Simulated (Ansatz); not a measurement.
OSc (SMILES [O]=[Sc]), doublet, at a GFN2-xTB geometry (such geometries of metal compounds can be far from the true shape); PBE0/aug-cc-pVDZ in Ansatz (a first-principles code).

Input for Ansatz:
Ansatz 0.2 input:
```yaml
crystal:
  periodic: [false, false, false]
  atoms:
    - {symbol: Sc, position_ang: [-0.00000000, -0.00000000, -0.48243200]}
    - {symbol: O, position_ang: [0.00000000, 0.00000000, 1.26638399]}
basis:
  gaussian:
    orbitals: aug-cc-pVDZ
hamiltonian:
  xc: pbe0
magnetization: {spin_polarized: true, initial_magnetization: 1}
```

Q: Write the output that Ansatz gives for this input, abridged.

A: 
```
Functional definition: PBE0
805 factors; their error is unknown
mean field evaluation 1: about -22727.1699 eV, gradient 5.4e1 eV
mean field evaluation 2: about -22494.1581 eV, gradient 1.7e2 eV
mean field evaluation 4: about -22739.0540 eV, gradient 1.4e1 eV
mean field evaluation 8: about -22739.8934 eV, gradient 9.0e-2 eV
mean field evaluation 16: about -22740.0154 eV, gradient 7.9e-4 eV
mean field -22740.01542556 eV, -835.6801531532 hartree, gradient 7.7e-6 eV, S^2 0.753045; 1 other end points of the search recorded, 0 dependent functions left out
reference -22740.01546284 eV, -835.6801545233 hartree; 15, 14 occupied and 67, 68 virtual orbitals, 805 factors
Total energy: -22740.01546284 eV, -835.6801545233 hartree
```
